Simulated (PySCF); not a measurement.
Radial density of Hf(3+) (hafnium, charge +3)

wB97M-V, [Xe] 4f14 5d1, 2D determinant. All numbers are calculated (PySCF 2.14, scalar relativity by spin-free X2C-1e, in x2c-TZVPPall (11s7p7d3f1g, 97 functions)).

```
r (bohr)  4πr²ρ (e/bohr)  4πr²(ρα − ρβ)
  0.0141           99.00        -0.0003
  0.0238           86.07        -0.0004
  0.0400           110.4         0.0018
  0.0673           127.4         0.0191
   0.113           101.0         0.0459
   0.190           111.3         0.0012
   0.320           58.78         0.0447
   0.538           60.99         0.0237
   0.906           19.93         0.1371
    1.52           7.170         0.6168
    2.56          0.6126         0.2800
    4.31         0.02623         0.0245
    7.25       2.693e-05         0.0000
```

Densities and radii are taken from the X2C orbitals without a picture-change correction, which distorts them close to the nucleus.

Spin-orbit coupling, absent here, splits the open shell strongly.
